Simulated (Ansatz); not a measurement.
A trace of molecular dynamics of a periodic cell of 24 atoms, CO₂ (contents 8 CO2, density as packed 1.11 g/cm³ with natural masses).

These are results of DFT PBE-D3(BJ), scalar-relativistic, plane waves, PAW in Ansatz, not measurements. Settings: accuracy low, cutoff 420 eV, k mesh 1x1x1, fermi-dirac smearing 0.02 eV, no spin polarisation.

| Property | Result |
| --- | --- |
| ensemble | NVE (velocity Verlet) |
| starting velocities drawn for | 1500 K |
| seed | 432346 |

```
time (fs)  T (K)  potential energy less start (eV)  conserved less start (meV/atom)
      0.0   1500                             0.000                             0.00
     16.0   1530                            -0.081                             0.35
     32.0   1432                             0.208                             0.20
     48.0   1589                            -0.269                            -0.15
     64.0   1339                             0.476                            -0.05
     80.0   1529                            -0.086                             0.00
     96.0   1404                             0.291                             0.29
    112.0   1103                             1.186                             0.19
    128.0   1499                            -0.005                            -0.28
    144.0   1439                             0.179                            -0.11
    160.0   1217                             0.856                             0.57
    176.0   1348                             0.450                            -0.04
    192.0   1565                            -0.194                             0.02
    208.0   1347                             0.460                             0.15
    224.0   1425                             0.220                            -0.10
    240.0   1399                             0.301                             0.08
    256.0   1100                             1.199                             0.45
    272.0   1341                             0.471                            -0.06
    288.0   1176                             0.964                             0.09
    304.0   1206                             0.880                             0.25
    320.0   1409                             0.274                             0.20
    336.0   1514                            -0.042                             0.00
    352.0   1419                             0.241                             0.00
    368.0   1378                             0.360                            -0.08
    384.0   1300                             0.598                             0.13
    400.0    976                             1.567                             0.41
```

Problem. Can this run be trusted? Judge the integration.

Solution. The conserved energy stayed within 0.79 meV per atom of its start (net change 0.41 meV per atom), so the integration is sound. A run of 0.4 ps of so small a system gives no equilibrium averages. Limits of this set-up: coarse k mesh, low accuracy level. The time step was 1 fs.

Run time: 21 min on 1 thread of Arm Neoverse V1, on a shared host, peak memory 0.56 GiB.
